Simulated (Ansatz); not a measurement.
Molecule: C$_{2}$H$_{6}$AlCl (charge 0, singlet). 
Coordinates optimised at B3LYP-D3(BJ)/def2-TZVP (Ansatz, a program for electronic structure):
```xyz
10

C      1.5824    -1.4223     0.3588
Al    -0.0440    -0.3748     0.1496
C     -1.8580    -0.9283     0.5844
Cl     0.1857     1.5840    -0.6352
H      1.3887    -2.4255     0.7439
H      2.1059    -1.5198    -0.5964
H      2.2761    -0.9252     1.0428
H     -2.3000    -0.2565     1.3256
H     -1.9032    -1.9452     0.9793
H     -2.4995    -0.8787    -0.3000
```

Basis-set convergence of Hartree-Fock and CCSD correlation energies (hartree) with Ansatz. Correlated levels leave the core frozen unless marked. Spin-orbit coupling is left out. No relativistic terms.

```
basis            functions       E(HF)  E(corr, CCSD)
---------------  ---------  ----------  -------------
aug-cc-pV(D+d)Z        164  -780.75859       -0.57375
aug-cc-pV(T+d)Z        340  -780.80432       -0.68551
aug-cc-pV(Q+d)Z        614  -780.81398       -0.72019
```

Extrapolating the two largest sets (X = 3 and 4) as X^-3: E(corr) = (64·(-0.72019) - 27·(-0.68551))/37 = -0.7455 Eh, an estimate of the basis-set limit. The largest set recovers 96.6 % of it, the smallest 77.0 %.
